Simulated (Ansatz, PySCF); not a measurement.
Molecule: dichloro(ethynyl)borane, C$_{2}$HBCl$_{2}$, charge 0, multiplicity 1. SMILES: C(B(Cl)Cl)#C
Geometry from a B3LYP-D3(BJ)/def2-TZVP (Ansatz, a first-principles code) optimisation:
```xyz
6

C      2.6767    -0.4806    -0.2009
C      1.4936    -0.2681    -0.1121
B      0.0176    -0.0032    -0.0013
Cl    -0.6291     1.5711    -0.4144
Cl    -1.0668    -1.2666     0.5418
H      3.7210    -0.6680    -0.2793
```

Wanted: vertical triplet-singlet gap, E(triplet) - E(singlet), in eV. Conventions: UHF or UKS for open shells; each state is the SCF solution reached for its charge and spin; dispersion terms only where a functional's name holds one; no spin-orbit coupling; 6-31G* and kin with 6d, 5d where marked; frozen cores in correlated levels; non-relativistic. Basis-set limits of correlation are two-point, X^-3; Hartree-Fock from the larger set. [CCSD(T)-MP2]/basis is that difference in the basis named. First-principles rows: single points at B3LYP-D3(BJ) geometries (Ansatz). Levels can end on unlike triplets.

```json
[
 {"species": "charge 0, triplet", "coefficient": "+1", "E at M06-2X/6-31G* (5d) (PySCF), Eh": "-1021.80056", "E at B3LYP/def2-TZVPD (Ansatz), Eh": "-1022.02930"},
 {"species": "charge 0, singlet", "coefficient": "-1", "E at M06-2X/6-31G* (5d) (PySCF), Eh": "-1021.96446", "E at B3LYP/def2-TZVPD (Ansatz), Eh": "-1022.18614"}
]
```

Coupled cluster (Ansatz) is a level with limits of its own, used here on species with T1 under 0.025 (0.045 for open shells) and stable references: RI-MP2/CBS(aug-cc-pV(T+d)Z,aug-cc-pV(Q+d)Z)+[CCSD(T)-MP2]/aug-cc-pV(T+d)Z. Value to compare with, RI-MP2/CBS(aug-cc-pV(T+d)Z,aug-cc-pV(Q+d)Z)+[CCSD(T)-MP2]/aug-cc-pV(T+d)Z (Ansatz): 4.71 eV. 1 Eh = 27.2114 eV.

Compute it at each level from the table, and compare with RI-MP2/CBS(aug-cc-pV(T+d)Z,aug-cc-pV(Q+d)Z)+[CCSD(T)-MP2]/aug-cc-pV(T+d)Z (Ansatz).


- M06-2X/6-31G* (5d): the sum of coefficient times E is 0.16390 Eh, or 4.460 eV. Result: 4.46 eV. Its difference against RI-MP2/CBS(aug-cc-pV(T+d)Z,aug-cc-pV(Q+d)Z)+[CCSD(T)-MP2]/aug-cc-pV(T+d)Z (Ansatz) is -0.25 eV.
- B3LYP/def2-TZVPD: the sum of coefficient times E is 0.15684 Eh, or 4.268 eV. Result: 4.27 eV. Its difference against RI-MP2/CBS(aug-cc-pV(T+d)Z,aug-cc-pV(Q+d)Z)+[CCSD(T)-MP2]/aug-cc-pV(T+d)Z (Ansatz) is -0.44 eV.
